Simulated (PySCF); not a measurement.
## NiN⁺: from constants to spectrum

HSE06 constants of NiN⁺, ⁵Δ (quintet), unpaired electrons σ ↑, π ↑↑, δ ↑ (basis Ni def2-TZVPPD, N def2-TZVPPD; no relativity; PySCF 2.14; masses 57.9353 and 14.0031 u):

```
ωe   : 539.4 cm⁻¹
ωexe : 6.18 cm⁻¹
Be   : 0.46024 cm⁻¹
αe   : 0.00624 cm⁻¹
```

Question: What force constant and bond length do these constants imply?

Answer: Reduced mass μred = 11.277 u; k = 5.8918×10⁻⁷·μred·ωe² (u, cm⁻¹, mdyn/Å) = 1.93 mdyn/Å; Re = √(16.8576/(μred·Be)) (u, cm⁻¹, Å) = 1.802 Å.

Question: Estimate the centrifugal constant D from the Kratzer relation and find the Dunham coefficient a1.

Answer: D = 4Be³/ωe² = 1.34e-06 cm⁻¹; a1 = −1 − αeωe/(6Be²) = -3.65.

De is left out where the level can put another filling of the metal’s s and d shells below the measured ground configuration, by anything from nothing to about 1 eV. With d or f electrons several states lie close, and the lowest PBE0 determinant need not be the measured ground state.
